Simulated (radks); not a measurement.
The rhenium ion Re55+, configuration [Ar] 3d2. All-electron calculation, scalar-relativistic Kohn-Sham, exchange-only LDA, spin-polarised, spherical densities, point nucleus; open shells are filled with parallel spins first (spin-orbit coupling, left out, can overturn this in heavy ions). Program: a radial shooting solver on a logarithmic mesh with Libxc functionals.

Unscreened Slater integrals over Kohn-Sham orbitals (hartree). They are taken over the spin-up orbitals.

\begin{tabular}{lr}
integral & value \\ \hline
F0(3d,3d) & 5.5395 \\
F2(3d,3d) & 2.8695 \\
F4(3d,3d) & 1.8578 \\
F0(3d,3p) & 5.1244 \\
F2(3d,3p) & 2.4563 \\
G1(3d,3p) & 2.5891 \\
G3(3d,3p) & 1.7436 \\
F0(3d,3s) & 5.0840 \\
G2(3d,3s) & 2.0096 \\
F0(3d,2p) & 6.9971 \\
F2(3d,2p) & 2.1455 \\
G1(3d,2p) & 2.0292 \\
G3(3d,2p) & 1.1701 \\
F0(3p,3p) & 4.8870 \\
F2(3p,3p) & 2.4424 \\
F0(3p,3s) & 4.8453 \\
G1(3p,3s) & 3.1451 \\
F0(3p,2p) & 6.4771 \\
F2(3p,2p) & 1.6577 \\
G0(3p,2p) & 0.66487 \\
G2(3p,2p) & 0.73445 \\
F0(3s,3s) & 4.8166 \\
F0(3s,2p) & 6.3043 \\
G1(3s,2p) & 0.65558 \\
F0(2p,2p) & 13.439 \\
F2(2p,2p) & 6.3519 \\
\end{tabular}

Derived for the open shells (J is the average intra-shell exchange parameter used in DFT+U). 3d: Racah B = F2/49 - 5 F4/441 = 0.03750 hartree, C = 35 F4/441 = 0.1474 hartree, C/B = 3.93, F4/F2 = 0.647, J = (F2 + F4)/14 = 0.3377 hartree.
